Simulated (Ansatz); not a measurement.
Geometry optimisation of C2H7FSi2 (`FC1([SiH3])C[SiH2]1`).

```yaml
crystal:
  periodic: [false, false, false]
  atoms:
    - {symbol: F, position_ang: [-1.549628, 0.232546, 1.212474]}
    - {symbol: C, position_ang: [-0.445579, 0.073684, 0.371066]}
    - {symbol: Si, position_ang: [1.020045, -0.691396, 1.293593]}
    - {symbol: C, position_ang: [-0.222083, 1.237969, -0.602205]}
    - {symbol: Si, position_ang: [-0.772806, -0.339012, -1.464338]}
    - {symbol: H, position_ang: [2.139874, -0.886431, 0.305754]}
    - {symbol: H, position_ang: [1.490111, 0.216972, 2.399531]}
    - {symbol: H, position_ang: [0.620899, -2.016590, 1.875548]}
    - {symbol: H, position_ang: [-1.005288, 2.014875, -0.532404]}
    - {symbol: H, position_ang: [0.792827, 1.663905, -0.692538]}
    - {symbol: H, position_ang: [-2.194886, -0.380271, -1.913424]}
    - {symbol: H, position_ang: [0.203314, -1.181550, -2.219258]}
basis:
  gaussian: {orbitals: def2-TZVP}
hamiltonian: {xc: pbe0, dispersion: d4}
relax: {f_tol: 0.005, max_steps: 150}
```

```sh
$ ansatz run in.yaml --threads 4 --pin off --events-out ev --progress --plain
```

Output, abridged:

```
Functional definition: PBE0
mean field -20649.04660319 eV, -758.8384662406 hartree, gradient 1.7e-5 eV, S^2 0.000000; 0 other end points of the search recorded, 0 dependent functions left out
relax step   1: F+E_penalty+E_count = -20649.28551067 eV  Δ(F+E_penalty+E_count) = +0.000e0 eV  max|allowed force component| = 5.503e-1 eV/Å  Δτ_max = 0.0000 Å  (28 SCF iters, accepted)
mean field -20649.08740490 eV, -758.8399656759 hartree, gradient 1.3e-5 eV, S^2 0.000000; 0 other end points of the search recorded, 0 dependent functions left out
relax step   2: F+E_penalty+E_count = -20649.32744204 eV  Δ(F+E_penalty+E_count) = -4.193e-2 eV  max|allowed force component| = 3.031e-1 eV/Å  Δτ_max = 0.0318 Å  (33 SCF iters, accepted)
mean field -20649.09366205 eV, -758.8401956220 hartree, gradient 1.3e-5 eV, S^2 0.000000; 0 other end points of the search recorded, 0 dependent functions left out
relax step   3: F+E_penalty+E_count = -20649.33456581 eV  Δ(F+E_penalty+E_count) = -7.124e-3 eV  max|allowed force component| = 7.661e-2 eV/Å  Δτ_max = 0.0231 Å  (33 SCF iters, accepted)
mean field -20649.09403534 eV, -758.8402093402 hartree, gradient 1.3e-5 eV, S^2 0.000000; 0 other end points of the search recorded, 0 dependent functions left out
relax step   4: F+E_penalty+E_count = -20649.33497718 eV  Δ(F+E_penalty+E_count) = -4.114e-4 eV  max|allowed force component| = 4.232e-2 eV/Å  Δτ_max = 0.0087 Å  (34 SCF iters, accepted)
mean field -20649.09420194 eV, -758.8402154624 hartree, gradient 1.3e-5 eV, S^2 0.000000; 0 other end points of the search recorded, 0 dependent functions left out
relax step   5: F+E_penalty+E_count = -20649.33518209 eV  Δ(F+E_penalty+E_count) = -2.049e-4 eV  max|allowed force component| = 2.108e-2 eV/Å  Δτ_max = 0.0085 Å  (33 SCF iters, accepted)
mean field -20649.09423923 eV, -758.8402168330 hartree, gradient 1.3e-5 eV, S^2 0.000000; 0 other end points of the search recorded, 0 dependent functions left out
relax step   6: F+E_penalty+E_count = -20649.33526534 eV  Δ(F+E_penalty+E_count) = -8.325e-5 eV  max|allowed force component| = 1.776e-2 eV/Å  Δτ_max = 0.0216 Å  (32 SCF iters, accepted)
mean field -20649.09422782 eV, -758.8402164138 hartree, gradient 1.3e-5 eV, S^2 0.000000; 0 other end points of the search recorded, 0 dependent functions left out
relax step   7: F+E_penalty+E_count = -20649.33529679 eV  Δ(F+E_penalty+E_count) = -3.145e-5 eV  max|allowed force component| = 7.611e-3 eV/Å  Δτ_max = 0.0029 Å  (33 SCF iters, accepted)
mean field -20649.09421059 eV, -758.8402157804 hartree, gradient 1.3e-5 eV, S^2 0.000000; 0 other end points of the search recorded, 0 dependent functions left out
relax step   8: F+E_penalty+E_count = -20649.33530004 eV  Δ(F+E_penalty+E_count) = -3.249e-6 eV  max|allowed force component| = 6.628e-3 eV/Å  Δτ_max = 0.0042 Å  (35 SCF iters, accepted)
mean field -20649.09422031 eV, -758.8402161375 hartree, gradient 1.3e-5 eV, S^2 0.000000; 0 other end points of the search recorded, 0 dependent functions left out
relax step   9: F+E_penalty+E_count = -20649.33530733 eV  Δ(F+E_penalty+E_count) = -7.299e-6 eV  max|allowed force component| = 3.659e-3 eV/Å  Δτ_max = 0.0015 Å  (34 SCF iters, accepted)
mean field -20649.09422031 eV, -758.8402161375 hartree, gradient 1.3e-5 eV, S^2 0.000000; 1 other end points of the search recorded, 0 dependent functions left out
Total energy: -20649.33534312 eV, -758.8490772376 hartree
Atom 0 at    -1.563205     0.235605     1.194445 Å, force     0.002404    -0.000585     0.000203 eV/Å
Atom 1 at    -0.457973     0.058187     0.371618 Å, force    -0.003659     0.001507     0.000828 eV/Å
Atom 2 at     1.002489    -0.683967     1.274235 Å, force     0.001359     0.001300     0.000164 eV/Å
Atom 3 at    -0.218535     1.226996    -0.590292 Å, force     0.002139    -0.000821    -0.000068 eV/Å
Atom 4 at    -0.752400    -0.325689    -1.441771 Å, force    -0.000526    -0.000624    -0.000070 eV/Å
Atom 5 at     2.075254    -0.885675     0.263136 Å, force     0.000112    -0.000238    -0.000856 eV/Å
Atom 6 at     1.503597     0.226697     2.339449 Å, force     0.000018     0.000508     0.000569 eV/Å
Atom 7 at     0.627867    -1.988657     1.873853 Å, force    -0.001584    -0.000667    -0.000236 eV/Å
Atom 8 at    -0.987769     1.992858    -0.522205 Å, force    -0.000918    -0.001427     0.000033 eV/Å
Atom 9 at     0.783354     1.641456    -0.647831 Å, force     0.000291     0.000750     0.000262 eV/Å
Atom 10 at    -2.149855    -0.379534    -1.911682 Å, force     0.000030     0.000241    -0.000374 eV/Å
Atom 11 at     0.213977    -1.173575    -2.169156 Å, force     0.000336     0.000058    -0.000455 eV/Å
Dipole moment:     0.150378     0.026456    -0.311018 e Å
```

It took 36 s on 4 threads of a server CPU on a shared host, with 0.59 GiB of host memory at the peak.
